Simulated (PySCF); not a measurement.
## Unknowns

How the numbers were obtained: structure optimised with GFN2-xTB, σ from GIAO-PBE0/pcSseg-1, in PySCF 2.14.0 with density-fitted response routines (fast rotation and ring inversion assumed for equivalent nuclei, relativity neglected, no solvent, one conformer).

Referencing at the same level of theory: 1H (σ = 31.72 ppm), 13C (σ = 186.93 ppm) vs TMS. Splittings of carbon signals by F and P are missing where no couplings were computed. Where no couplings were computed, multiplicities follow the n + 1 count of equivalent neighbours, and m marks all less simple cases (inequivalent or close neighbours, rings, F or P nearby). Shifts are as computed. Against solution values, carbons near 30 ppm lie about +3 ppm off and those near 130 ppm about +5 ppm; carbons on Cl a further +6 ppm. Of 1211 compounds with measured shifts, 218 miss one by over three times the rms of a fit or turn the order of signals round; such compounds aren't used in these exercises. Carbons bonded to Cl come out too deshielded. OH and NH positions are gas-phase values without hydrogen bonding to other molecules.

Q: C$_{6}$H$_{10}$F$_{3}$OP. 1H NMR (400 MHz, computed): δ 2.98 (m, 1H), 2.61 (m, 1H), 2.56 (m, 1H), 2.32 (m, 1H), 2.12 (m, 1H), 2.11 (m, 1H), 2.00 (m, 1H), 1.41 (m, 3H). 13C{1H} NMR (computed): δ 132.5, 31.7, 20.3, 19.5, 17.4, 12.5. What is it?

A: SMILES O=[P@@](C)(C1CCC1)C(F)(F)F. 6 carbon signals for 6 carbons: no two carbons are equivalent. Carbon types of the structure: 1 × C, 1 × CH, 3 × CH2, 1 × CH3, which accounts for all hydrogens. δC 132.5: CF3 carbon; 3 electronegative neighbours deshield it. δC 20.3, 19.5, 17.4: sp3 CH2 in a ring; aliphatic region, no heteroatom directly attached. δH 2.98, 2.56, 2.32, 2.12, 2.11, 2.00: hydrogen on an sp3 CH2 in a ring. δH 2.61: hydrogen on an sp3 CH bonded to P.

The shifts were computed for this structure.

Q: C$_{6}$H$_{6}$ClN. 1H NMR (400 MHz, computed): δ 7.32 (m, 1H), 6.79 (d, 1H), 6.67 (s, 1H), 6.50 (d, 1H), 3.46 (br s, 2H). 13C{1H} NMR (computed): δ 153.0, 147.0, 136.0, 122.3, 117.1, 114.3. Identify the compound.

A: 3-chloroaniline (c1c(N)cc(Cl)cc1). The formula gives 4 degrees of unsaturation (1 ring in the answer). 6 carbon signals for 6 carbons: no two carbons are equivalent. Carbon types of the structure: 2 × C, 4 × CH, leaving 2 H on heteroatoms. δC 153.0: aromatic carbon bearing nitrogen; σ withdrawal by the attached heteroatom moves it downfield of the ring CH carbons. δC 147.0: aromatic carbon bearing chlorine. δC 136.0, 122.3, 117.1, 114.3: aromatic CH. δH 7.32, 6.79, 6.67, 6.50: hydrogen on an aromatic CH.

This is the structure that produced the data.
